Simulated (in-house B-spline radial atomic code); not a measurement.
Results of a calculation; reference values are marked as such.
Weak and strong correlation along the adiabatic connection

Two-electron singlets in several external potentials (atomic units), by full CI in B-splines with partial waves to l = 8 (correlation energies up to 0.6 % small). The repulsion is scaled by λ at fixed density; W(λ) is the mean repulsion less the Hartree energy, W(0) = E_x, and the area under W from 0 to 1 is E_xc.

One system gave this curve:

| λ | W (hartree) |
| --- | --- |
| 0 | -0.25576 |
| 0.02 | -0.25766 |
| 0.05 | -0.26038 |
| 0.12 | -0.26616 |
| 0.25 | -0.27516 |
| 0.4 | -0.28342 |
| 0.6 | -0.29197 |
| 0.8 | -0.29858 |
| 1 | -0.30385 |
| 1.4 | -0.31177 |
| 2 | -0.31976 |
| 3 | -0.32799 |
| 4.5 | -0.33513 |
| 7 | -0.34167 |
| 10 | -0.34609 |

Q: Which system is it?
A. −Z/r, Z = 0.5, wall at 8 bohr
B. −Z/r, Z = 1.75
C. −Z exp(−kr)/r, Z = 8.77, k = 3.31
D. −V exp(−r²/w²), V = 10.9, w = 0.865

A: A. The exchange energy sets the size: −Z/r, Z = 0.5, wall at 8 bohr: E_x = -0.256, E_c = -0.0296; −Z exp(−kr)/r, Z = 8.77, k = 3.31: E_x = -4.7, E_c = -0.0464; −V exp(−r²/w²), V = 10.9, w = 0.865: E_x = -1.44, E_c = -0.0427; −Z/r, Z = 1.75: E_x = -0.867, E_c = -0.0415 hartree.
